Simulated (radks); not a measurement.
Values are calculated unless marked as measured or tabulated.
Valence configurations of the cobalt ion Co3+ (all share [Ar]). Code: a radial shooting solver on a logarithmic mesh with Libxc functionals. Model: non-relativistic Kohn-Sham, TPSS, spin-unpolarised, spherical densities, point nucleus; meta-GGA in the generalised Kohn-Sham scheme. Energies are relative to 3d6; eigenvalues in eV.

valence,E (eV),e(3d),e(4p),e(4s)
3d6,0.000,-45.273,-,-
3d5.5 4p0.5,11.212,-49.708,-25.684,-
3d5 4s1,16.244,-53.174,-,-34.346
3d5 4p1,24.007,-54.314,-27.171,-
3d4.5 4s1 4p0.5,30.329,-57.945,-28.160,-36.194
3d4 4p2,54.372,-63.905,-30.185,-
3d3.5 4s2 4p0.5,54.951,-66.779,-30.573,-39.146
3d3 4s2 4p1,73.992,-71.926,-31.940,-40.788
3d3 4p3,91.708,-73.948,-32.882,-
3d2 4p4,136.71,-84.425,-35.393,-

NIST lists [Ar] 3d6 as the ground configuration; this level of theory agrees among the configurations tried. The energies are those of spherical spin-averaged densities, not of single terms.
